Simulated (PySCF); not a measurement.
Excitation energies in several basis sets

C2H5NSi.
Structure used (PBE0-D3(BJ)/def2-SVP), in Å, numbered top down from 1:
```xyz
9
C2H5NSi angstrom
N     -1.4047    1.6785    1.1930
C     -0.9940    0.6955    0.7389
C     -0.4441   -0.5129    0.1604
Si     1.3698   -0.3082   -0.3962
H     -1.0528   -0.8163   -0.7072
H     -0.4979   -1.3314    0.8970
H      1.4589    0.7902   -1.3990
H      1.7996   -1.5998   -1.0081
H      2.2200    0.0026    0.7872
```

TDDFT with PBE0 (PySCF), vertical singlets, core orbitals frozen in the response, spherical d and f functions. Isolated species at its PBE0-D3(BJ)/def2-SVP geometry, gas phase.

| basis | functions | diffuse | S1 (eV) | S2 (eV) | S3 (eV) | S4 (eV) | S5 (eV) | LUMO (eV) | α (au) |
| --- | --- | --- | --- | --- | --- | --- | --- | --- | --- |
| 6-31G* | 70 | no | 7.56 | 7.90 | 8.00 | 8.18 | 8.60 | 0.43 | 44.8 |
| def2-SVP | 85 | no | 7.56 | 7.93 | 8.01 | 8.22 | 8.67 | 0.47 | 47.8 |
| 6-31+G* | 86 | yes | 7.44 | 7.49 | 7.79 | 7.88 | 7.93 | -0.40 | 50.7 |
| def2-SVPD | 124 | yes | 7.41 | 7.72 | 7.78 | 7.87 | 8.21 | -0.10 | 55.9 |
| aug-cc-pVDZ | 141 | yes | 7.35 | 7.36 | 7.69 | 7.78 | 7.86 | -0.50 | 57.1 |
| def2-TZVP | 160 | no | 7.39 | 7.74 | 7.79 | 7.85 | 8.25 | -0.02 | 53.6 |
| def2-TZVPD | 199 | yes | 7.34 | 7.46 | 7.69 | 7.80 | 7.95 | -0.34 | 56.9 |

Q: How much do these states and the polarisability depend on the basis?

A: States are compared by their number. Against the largest diffuse basis here (def2-TZVPD, itself not a converged limit), sets without diffuse functions differ by up to 0.22 eV in S1 and 0.72 eV in S5; the smaller diffuse sets differ by up to 0.10 and 0.26 eV. State by state, the largest deviation of a set without diffuse functions is S1 0.22, S2 0.47, S3 0.32, S4 0.43, S5 0.72 eV. The same number needn't mean the same state in each row. Against def2-TZVPD the polarisability deviates by -21% in 6-31G*, -16% in def2-SVP, -11% in 6-31+G*, -2% in def2-SVPD, 0% in aug-cc-pVDZ, -6% in def2-TZVP. A single + in a Pople set puts diffuse functions on heavy atoms only.
